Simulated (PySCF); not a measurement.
# Computed properties of Si(OSiH3)2(NHSiH3)(Cl) (ClH₁₀NO₂Si₄), SMILES [SiH3]N[Si](Cl)(O[SiH3])O[SiH3]

ClH₁₀NO₂Si₄, SMILES O([SiH3])[Si](Cl)(N[SiH3])O[SiH3]. The structure is a stationary point at r2SCAN-D4/def2-SVP. The values are those of a single conformer. All values are computed for the isolated molecule unless a solvent is named; none is compared with measurement here.

**Structure.** All 48 harmonic modes at r2SCAN-D4/def2-SVP (PySCF) are real, so it is a minimum. With heavy atoms numbered as in [SiH3:1][NH:2][Si:3]([Cl:4])([O:5][SiH3:6])[O:7][SiH3:8], the shortest bond between them is Si3–O5 at 1.638 Å and the longest Si3–Cl4 at 2.085 Å.

**Vibrations.** The strongest infrared lines (harmonic, unscaled, degenerate partners summed) lie at 961 cm⁻¹ (652 km/mol, H 76 %, Si 15 %, O 8 %), 929 cm⁻¹ (489 km/mol, H 65 %, Si 19 %, N 16 %), 1101 cm⁻¹ (397 km/mol, O 63 %, Si 20 %, H 16 %). The softest mode is at 30 cm⁻¹ and the zero-point energy is 65.7 kcal/mol.

**Electronic structure.** M06-2X/def2-SVP (PySCF) places the frontier levels at -9.14 and 0.99 eV, a gap of 10.13 eV, and gives a dipole moment of 0.74 D and a mean polarisability of 104.7 bohr³. PBE/def2-SVP (PySCF) at the same geometry gives -6.39 and -0.74 eV, so its gap is 4.48 eV narrower. An orbital gap is neither the optical nor the fundamental gap.

**Excitations.** TDDFT-PBE0/def2-SVP (PySCF) has S1 at 6.79 eV (183 nm, f = 0.004, weak); the most intense of the 10 singlets computed lies at 8.15 eV (f = 0.04). T1 (TDA) is at 6.44 eV. TDDFT-PBE/def2-SVP (PySCF) puts S1 at 5.71 eV. No vertical singlet excitation falls in the visible range (under 3.1 eV).

**NMR.** GIAO shifts at PBE0/pcSseg-1 (PySCF) (non-relativistic, atoms alike by connectivity averaged): ¹H from 0.9 to 5.3 ppm against TMS; ²⁹Si from -55.3 to -33.4 ppm against TMS. Without spin–orbit terms, shifts of atoms bonded to Cl or Br come out too high.

**Solvation.** SMD-M06-2X/6-31G* (PySCF) gives 1.5 kcal/mol in water, -3.3 kcal/mol in benzene, -4.5 kcal/mol in ethanol (1 M in both phases, gas-phase geometry); of these solvents ethanol holds the molecule best.
